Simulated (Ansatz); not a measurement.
`[CH3][Mo]([CH3])(=[O])=[O]`, 11 atoms. The species carries charge 0 and has multiplicity 1. Correlated methods include outer-core shells of Mo, which these sets cover unevenly. Mo: def2 effective core potential. All runs use 4 threads of an Intel Xeon Platinum 8488C on a shared host. Correlated methods freeze the cores.

Problem. Give the basis size and wall time and peak host memory of each of these runs in Ansatz. RKS ωB97M-V/def2-QZVPP energy; RKS PBE0-D4/def2-TZVP relaxation (24 steps); RKS BHLYP-D4/def2-TZVPP energy; RKS r2SCAN0-D4/def2-TZVPP energy; RKS SPW92 (LDA)/def2-TZVPP energy; RKS PBE0-D4/def2-TZVP frequencies; RKS ωB97M-V/def2-SVP energy; RKS B3LYP-D4/def2-TZVPP energy and forces; RHF-CCSD(T)/def2-TZVPP energy; RHF-MP2/def2-QZVPP energy; RKS PBE0-D4/def2-SVP energy; direct RPA on PBE orbitals/def2-TZVPP energy. (An estimate is asked.)

Solution. The calculation gave: Other jobs shared the machine, so times are rough.

| level | job | functions | wall time | peak host memory (GiB) |
| --- | --- | --- | --- | --- |
| RKS PBE0-D4/def2-SVP | energy | 117 | 0.95 s | 0.46 |
| RKS SPW92 (LDA)/def2-TZVPP | energy | 264 | 1.1 s | 0.35 |
| RKS BHLYP-D4/def2-TZVPP | energy | 264 | 2.5 s | 0.68 |
| RKS ωB97M-V/def2-SVP | energy | 117 | 2.9 s | 0.46 |
| RKS r2SCAN0-D4/def2-TZVPP | energy | 264 | 3.4 s | 0.69 |
| RKS B3LYP-D4/def2-TZVPP | energy and forces | 264 | 3.7 s | 0.75 |
| direct RPA on PBE orbitals/def2-TZVPP | energy | 264 | 5.5 s | 0.78 |
| RKS ωB97M-V/def2-QZVPP | energy | 489 | 13 s | 2.1 |
| RHF-MP2/def2-QZVPP | energy | 489 | 18 s | 3.1 |
| RKS PBE0-D4/def2-TZVP | relaxation (24 steps) | 200 | 58 s | 0.54 |
| RKS PBE0-D4/def2-TZVP | frequencies | 200 | 120 s | 0.53 |
| RHF-CCSD(T)/def2-TZVPP | energy | 264 | 3.5 min | 7.7 |

B3LYP here is the variant with VWN-RPA as its local correlation; programs differ in this.
